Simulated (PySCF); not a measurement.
**Computed properties of B(Cl)(vinyl)(OH) (C₂H₄BClO), SMILES C=CB(O)Cl**

C2H4BClO, SMILES ClB(C=C)O. Geometry: ωB97X-D3(BJ)/def2-SVP. Other conformers were not sampled. All values are computed for the isolated molecule unless a solvent is named; none is compared with measurement here.

**Structure.** The optimised structure has Cs symmetry. All 21 harmonic modes at ωB97X-D3(BJ)/def2-SVP (PySCF) are real, so it is a minimum. With heavy atoms numbered as in [B:1]([Cl:2])([CH:3]=[CH2:4])[OH:8], the shortest bond between them is C3–C4 at 1.340 Å and the longest B1–Cl2 at 1.785 Å.

**Vibrations.** The strongest infrared lines (harmonic, unscaled, degenerate partners summed) lie at 1156 cm⁻¹ (340 km/mol, H 45 %, B 40 %, O 11 %), 1406 cm⁻¹ (162 km/mol, B 40 %, H 39 %, O 15 %), 1459 cm⁻¹ (135 km/mol, H 47 %, B 32 %, C 14 %). The softest mode is at 76 cm⁻¹ and the zero-point energy is 40.1 kcal/mol.

**Electronic structure.** ωB97X/def2-TZVP (PySCF) places the frontier levels at -10.53 and 0.82 eV, a gap of 11.35 eV, and gives a dipole moment of 0.89 D and a mean polarisability of 53.1 bohr³. PBE/def2-TZVP (PySCF) at the same geometry gives -7.03 and -2.33 eV, so its gap is 6.65 eV narrower. An orbital gap is neither the optical nor the fundamental gap.

**Excitations.** TDA-CAM-B3LYP/def2-SVPD (PySCF) has S1 at 6.40 eV (194 nm, f = 0.000, dark); the most intense of the 10 singlets computed lies at 6.76 eV (f = 0.55). T1 (TDA) is at 3.82 eV, 2.58 eV under S1. TDA-PBE/def2-SVPD (PySCF) puts S1 at 5.25 eV. No vertical singlet excitation falls in the visible range (under 3.1 eV).

**NMR.** GIAO shifts at HF/pcSseg-1 (PySCF) (non-relativistic, atoms alike by connectivity averaged): ¹³C from 137.3 to 154.8 ppm against TMS; ¹H from 5.1 to 7.1 ppm against TMS; ¹¹B at 26.8 ppm against BF3. Without spin–orbit terms, shifts of atoms bonded to Cl or Br come out too high.
